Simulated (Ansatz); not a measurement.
The cluster Sb₃. Charge 0, multiplicity 2. Geometry r2SCAN-D4/def2-SVP.

```xyz
3

Sb    0.0009    0.0001    0.0006
Sb   -1.2035    1.7381    1.4534
Sb    1.2026   -1.7382   -1.4540
```

In the def2 sets Sb takes a core potential; there is no spin–orbit coupling. At HF/def2-TZVP the charge 0 doublet is spin-contaminated (final ⟨S²⟩ up to 1.94, 0.75 for a pure state). Another isomer (doublet) lies 1.70 eV lower at PBE0-D4/def2-TZVP; other spin states weren't run for this one.

Question: Estimate the α-spin orbital energies around the gap (eV) in Ansatz with HF/def2-TZVP, PBE-D4/def2-TZVP, r2SCAN-D4/def2-TZVP, PBE0-D4/def2-TZVP.

Answer: 
| orbital | HF/def2-TZVP | PBE-D4/def2-TZVP | r2SCAN-D4/def2-TZVP | PBE0-D4/def2-TZVP |
| --- | --- | --- | --- | --- |
| HOMO−5 | -14.60 | -11.21 | -11.53 | -12.39 |
| HOMO−4 | -10.06 | -7.35 | -7.63 | -8.23 |
| HOMO−3 | -9.70 | -6.47 | -6.77 | -7.43 |
| HOMO−2 | -9.61 | -6.19 | -6.46 | -7.16 |
| HOMO−1 | -8.58 | -5.33 | -5.73 | -6.23 |
| HOMO | -7.23 | -4.86 | -5.08 | -5.64 |
| LUMO | 0.29 | -3.42 | -3.38 | -2.88 |
| LUMO+1 | 0.39 | -3.24 | -3.15 | -2.66 |
| LUMO+2 | 0.42 | -3.13 | -3.14 | -2.59 |
| LUMO+3 | 3.18 | 0.41 | 1.09 | 1.07 |
| LUMO+4 | 4.56 | 1.55 | 2.13 | 2.20 |
| LUMO+5 | 4.87 | 1.67 | 2.20 | 2.36 |
| β HOMO | -6.89 | -4.68 | -4.85 | -5.34 |
| β LUMO | -0.39 | -4.57 | -4.32 | -3.83 |
